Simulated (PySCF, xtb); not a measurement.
C₂H₇B, SMILES BCC.

Geometry optimised at PBE0-D3(BJ)/def2-TZVP. The geometry has at least one imaginary mode, so it is a saddle point at that level.

These are PySCF with C-PCM-B3LYP/def2-SVP values and carry that method's errors.

The values are the electrostatic part of the solvation free energy, E(continuum) − E(gas) at the gas-phase geometry, in a cavity of scaled van der Waals radii (PySCF's table); cavitation and dispersion terms are not included. In vacuum the orbital gap is 7.17 eV. The dipole moment in vacuum is 0.71 D.

Computed values in water (ε = 78.36), toluene (ε = 2.37), cyclohexanone (ε = 15.62):
```tsv
solvent	ε	ΔG(elec) (kcal/mol)	dipole (D)	gap (eV)
water	78.36	-0.8	0.90	7.14
toluene	2.37	-0.4	0.81	7.16
cyclohexanone	15.62	-0.7	0.89	7.14
```

For comparison, GFN2-xTB/ALPB(water) (xtb, at the GFN2-xTB geometry, all terms of that model) gives -0.9 kcal/mol.
